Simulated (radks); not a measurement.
Question: Neutral osmium, 76 electrons, occupied as [Xe] 4f14 5d(up 4, down 4) (spins set by hand, not the high-spin state). Calculated with a radial shooting solver on a logarithmic mesh with Libxc functionals: scalar-relativistic Kohn-Sham, SCAN, spin-polarised, spherical densities, finite nucleus; meta-GGA in the generalised Kohn-Sham scheme; Fermi nuclear charge, rms radius 5.4126 fm. Some entries of the table are withheld. Estimate them.

orbital,occ.,eigenvalue (hartree),<r^2> (bohr^2),<1/r> (bohr^-1)
1s,2,-2717.073,0.0004336,90.43
2s,2,-474.0704,0.006637,21.19
2p,6,-412.6849,0.005532,19.06
3s,2,-110.6401,0.04290,7.859
3p,6,-92.50481,0.04384,(1)
3d,10,-72.19989,0.03642,6.800
4s,2,-23.43192,0.2102,3.342
4p,6,-17.45634,0.2395,3.033
4d,10,-10.00853,0.2766,2.707
5s,2,-3.26082,1.146,1.329
4f,14,-1.76866,0.3830,2.240
5p,6,-1.75321,1.578,1.119
5d,8,-0.12476,4.909,(2)

Answer: 
(1) 3p <1/r> (bohr^-1): 7.217
(2) 5d <1/r> (bohr^-1): 0.6841
